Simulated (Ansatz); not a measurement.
Gas-phase electronic energies from Ansatz, PBE0-D4/def2-TZVP geometries. CCSD(T)/CBS adds triple-zeta CCSD(T) − MP2 to the extrapolated MP2 energy (def2 sets, frozen cores). This one scheme is used for every species. DFT in def2-TZVPP. HSE06 is defined as in plane-wave codes. One conformer a species, not always the lowest.

2 `SBCl` → `Cl[B@H-]1[SH+][B@@H-](Cl)[SH+]1`  (dimerisation)

| level | ΔE (kcal/mol) | difference from CCSD(T)/CBS |
| --- | --- | --- |
| r2SCAN-D4 | -8.1 | -0.6 |
| r2SCAN0-D4 | -9.1 | -1.6 |
| HSE06-D4 | -12.1 | -4.6 |
| BHLYP-D4 | -3.7 | 3.8 |
| PBE-QIDH | -10.3 | -2.8 |
| r2SCAN | -6.9 | 0.6 |
| PBE0 | -8.1 | -0.6 |
| r2SCANh | -7.2 | 0.3 |
| SCS-MP2/def2-TZVPP | -5.4 | 2.1 |
| CCSD/CBS(def2) | -4.7 | 2.8 |
| CCSD(T)/CBS | -7.5 | 0 |

Largest T1 diagnostic among the species: 0.013.

In def2-TZVPP, CCSD(T) changes the Hartree–Fock value by −19.6 kcal/mol (the triples alone add −2.8 kcal/mol) and MP2 by −24.1 kcal/mol. The D4 term adds −7.8 kcal/mol with B3LYP and −4.1 kcal/mol with PBE0; it sums over pairs of atoms, weighted by their polarisabilities, and B3LYP, whose exchange is more repulsive, gets the larger term. From BLYP to BHLYP (50 % exact exchange), in def2-TZVPP and without D4, ΔE moves by −3.4 kcal/mol.

B3LYP here is the variant with VWN-RPA as its local correlation; programs differ in this.
